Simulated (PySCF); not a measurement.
Question: Give a PBE0-D3(BJ)/def2-SVP geometry of `FC(F)C#CC(F)(F)F`.

Answer: 
```
atom  x, y, z in Å
F1    -2.2561   -0.3235   -1.5816
C2    -1.9871    0.2845   -0.4125
F3    -2.2536    1.5965   -0.5411
C4    -0.5755    0.0888   -0.0520
C5     0.5693   -0.0907    0.2831
C6     1.9655   -0.3069    0.6938
F7     2.2041   -1.6027    0.8781
F8     2.8101    0.1417   -0.2289
F9     2.2238    0.3283    1.8333
H10   -2.6504   -0.1361    0.3643
```

Orientation and origin are arbitrary. Atoms count from 1 in this order. The 3 C–C bonds span 1.206 Å (C4≡C5, drawn triple) to 1.471 Å (C5–C6, drawn single), a spread of 0.265 Å.

Bonds between heavy atoms (Å): F1–C2 1.345, C2–F3 1.345, C2–C4 1.470, C4≡C5 1.206, C5–C6 1.471, C6–F7 1.330, C6–F8 1.329, C6–F9 1.330.

Method: PBE0-D3(BJ)/def2-SVP geometry optimisation, gas phase in PySCF.

Point group: Cs (every atom within 0.08 Å of its image). PBE0-D3(BJ)/def2-SVP frequencies: not computed here.
